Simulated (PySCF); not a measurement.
Continuum solvent and chemical shifts

Numbering as in the mapped SMILES `[CH3:1][CH:2]([CH3:3])[O:4][c:5]1[cH:6][cH:7][s:8][cH:9]1`. Each H is labelled by its parent atom.

GIAO PBE0/pcSseg-1 in PySCF 2.14 on one PBE0-D3(BJ)/def2-SVP conformer, non-relativistic, equivalent nuclei averaged. Solvents enter as an IEF-PCM continuum (cyclohexane with ε = 2.0, chloroform with ε = 4.7) around the gas-phase geometry. Shifts are referred to TMS, CS2 computed in the same medium.

Gas phase, δ in ppm: C5 160.9, C7 131.6, C6 117.8, C9 108.7, C2 70.4, C1/C3 22.7, S8 175.7, H(C7) 6.98, H(C6) 6.74, H(C9) 6.31, H(C2) 4.13, H(C1)/H(C3) 1.28. Dipole moment 2.01 D.

(1) How does each δ change in the continuum?

(2) Which nuclei move most (in ppm), and what does the model miss?

Answers

(1) 
```json
{"atoms": "C5", "environment": "aromatic carbon bearing oxygen", "Δδ, cyclohexane": "+0.7", "Δδ, chloroform": "+1.3"}
{"atoms": "C7", "environment": "aromatic CH next to the ring sulfur", "Δδ, cyclohexane": "+0.8", "Δδ, chloroform": "+1.7"}
{"atoms": "C6", "environment": "aromatic CH", "Δδ, cyclohexane": "+1.2", "Δδ, chloroform": "+2.4"}
{"atoms": "C9", "environment": "aromatic CH next to the ring sulfur", "Δδ, cyclohexane": "-0.1", "Δδ, chloroform": "-0.2"}
{"atoms": "C2", "environment": "sp3 CH bonded to O", "Δδ, cyclohexane": "+0.6", "Δδ, chloroform": "+1.1"}
{"atoms": "C1/C3", "environment": "methyl carbon", "Δδ, cyclohexane": "+0.2", "Δδ, chloroform": "+0.3"}
{"atoms": "S8", "environment": "aromatic ring sulfur", "Δδ, cyclohexane": "-3.7", "Δδ, chloroform": "-6.4"}
{"atoms": "H(C7)", "environment": "hydrogen on an aromatic CH next to the ring sulfur", "Δδ, cyclohexane": "+0.12", "Δδ, chloroform": "+0.24"}
{"atoms": "H(C6)", "environment": "hydrogen on an aromatic CH", "Δδ, cyclohexane": "+0.13", "Δδ, chloroform": "+0.25"}
{"atoms": "H(C9)", "environment": "hydrogen on an aromatic CH next to the ring sulfur", "Δδ, cyclohexane": "+0.06", "Δδ, chloroform": "+0.10"}
{"atoms": "H(C2)", "environment": "hydrogen on an sp3 CH bonded to O", "Δδ, cyclohexane": "+0.08", "Δδ, chloroform": "+0.16"}
{"atoms": "H(C1)/H(C3)", "environment": "hydrogen on a methyl carbon", "Δδ, cyclohexane": "+0.01", "Δδ, chloroform": "+0.02"}
```

Changes are relative to the gas phase. The dipole moment becomes 2.27 D in cyclohexane, 2.52 D in chloroform.

(2) S8 (aromatic ring sulfur, -6.4 ppm) in chloroform. A continuum only polarises the solute; specific hydrogen bonds, the anisotropy of aromatic solvents and changes of geometry or conformer are outside it.
